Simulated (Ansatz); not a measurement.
**A barrier at the coupled-cluster level**

Start structure (Si₂H₆Cl₂, singlet), relaxed at PBE0-D4/def2-TZVP:

Si1  (-0.721, -2.151, -1.193)
Cl2  (0.940, -2.321, -0.021)
H3  (-0.344, -2.446, -2.589)
H4  (-1.756, -3.065, -0.674)
Cl5  (-1.447, -0.244, -1.111)
H6  (1.432, 0.773, 1.116)
Si7  (0.665, 2.043, 1.116)
H8  (-0.688, 1.809, 1.681)
H9  (1.375, 3.049, 1.948)
H10  (0.544, 2.554, -0.272)
(Å)

The step: SiH₂Cl₂ ([Cl][SiH2][Cl]) + SiH₄ → Si₂H₅Cl ([SiH3][SiH2][Cl]) + HCl; bonds formed: Si1–Si7, Cl2–H6; bonds broken: Si1–Cl2, H6–Si7. Program: Ansatz 0.2.0. Basis: def2-TZVPP and def2-QZVPP. Cores are frozen in the correlated methods. Extrapolation: Hartree–Fock as exp(−7.88 √X), correlation as X^−2.97. Energies below are by CCSD(T) at an estimated basis limit (MP2 extrapolated from triple and quadruple zeta, plus CCSD(T) − MP2 in triple zeta).

Question: What are the electronic barrier and the energy of the step, from the start structure to the end structure? (An estimate is asked for; the value comes from the calculation.)

Answer: Computed: Barrier 58.72 kcal/mol; step energy 22.87 kcal/mol (uphill); reverse barrier, their difference, 35.84 kcal/mol. Barrier and step energy count from the start structure, the reverse barrier from the end structure.

The saddle point: One imaginary mode of 752i cm⁻¹.
| pair | start (Å) | saddle (Å) | end (Å) |
| --- | --- | --- | --- |
| Si1–Si7 | 4.98 | 2.60 | 2.34 |
| Cl2–H6 | 3.33 | 1.73 | 1.28 |
| Si1–Cl2 | 2.04 | 2.51 | 3.62 |
| H6–Si7 | 1.48 | 1.75 | 3.49 |

Zero-point energy (harmonic, PBE0-D4): ZPE is 32.71 kcal/mol at the start and 32.02 kcal/mol at the saddle, so the barrier goes from 58.72 to 58.02 kcal/mol.

The T1 diagnostic stays at or below 0.013. The start structure is not quite a true minimum (one mode of 29i cm⁻¹).

Labels in which every atom is bracketed show which atoms are joined, not bond orders.

For scale, one of the runs: CCSD(T)/def2-TZVPP, 252 basis functions, launched by `ansatz run in.yaml --threads 4 --pin off --events-out ev --progress --plain --max-ram 9574MiB`. Hardware: 4 CPU threads of an Arm Neoverse N1, shared host. Wall time 2.8 min; peak host memory 4.7 GiB.
